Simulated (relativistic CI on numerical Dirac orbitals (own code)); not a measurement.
# Pt4+ (5d6) in a crystal field

Calculated by Dirac-Coulomb-Breit CI, orbitals from a KLI potential per configuration, a model potential for QED, valence Slater integrals scaled by 0.75, one configuration in a parametric crystal field (own radial code).

Field parameters in Wybourne normalisation: Oh B⁴₀ = 21Dq, B⁴₄ = √(5/14) B⁴₀. The field is a parameter set, without covalency.

S is read from ⟨S²⟩ = S(S + 1).

Levels (cm⁻¹, degeneracy): 0 (1), 29640 (2), 30910 (3), 31440 (3), 37603 (1), 38259 (3), 40199 (2), 41671 (3), 43042 (3), 43099 (1), 50694 (3), 54041 (3).

Q: Which field gives this pattern?
A. Oh, 10Dq = 21400 cm⁻¹
B. Oh, 10Dq = 33850 cm⁻¹
C. Oh, 10Dq = 40650 cm⁻¹
D. Oh, 10Dq = 22450 cm⁻¹

A: C. Oh, 10Dq = 40650 cm⁻¹, ground level with S = 0.18.
